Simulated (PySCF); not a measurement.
## From computed data to an observable: chemical shift, span and skew from a shielding tensor

CH7NSi3, SMILES C1=N[Si@@H]([SiH2]1)[SiH3]. Atoms are numbered in the order given.

```xyz
12

Si     2.2173     0.7788     0.0534
Si     0.3782    -0.6731     0.2055
N     -0.8321    -0.0783     1.4285
C     -1.8662     0.2102     0.7149
Si    -1.5203    -0.2522    -1.1300
H      1.7207     2.1620    -0.2054
H      3.0233     0.7725     1.3092
H      3.0883     0.3578    -1.0849
H      0.8168    -2.0746     0.4769
H     -2.7680     0.6401     1.1954
H     -2.3460    -1.3817    -1.6564
H     -1.5656     0.8614    -2.1272
```
Charge 0, spin multiplicity 1.

Coordinates come from a B3LYP-D3(BJ)/def2-SVP optimisation. The structure was generated by enumeration; whether it is a known compound was not checked.

GIAO shieldings from PBE/pcSseg-1 in PySCF, non-relativistic, no solvent. The symmetric part of the tensor of Si1 has the principal values 429.0, 440.1, 453.8 ppm. The same nucleus in TMS has σ = 335.4 ppm at this level (PySCF, at its B3LYP-D3(BJ)/def2-TZVP geometry).

Work out the isotropic shielding, the ²⁹Si shift against TMS, the span and the skew.


σ(iso) = (σ11 + σ22 + σ33)/3 = 441.0 ppm. δ = σ(ref) − σ(iso) = 335.4 − (441.0) = -105.6 ppm.
Span Ω = σ33 − σ11 = 24.8 ppm. Skew κ = 3(σ(iso) − σ22)/Ω = 0.10. Tumbling in solution averages the tensor to δ; in a static solid the shielding alone would spread this spin-1/2 line over Ω.
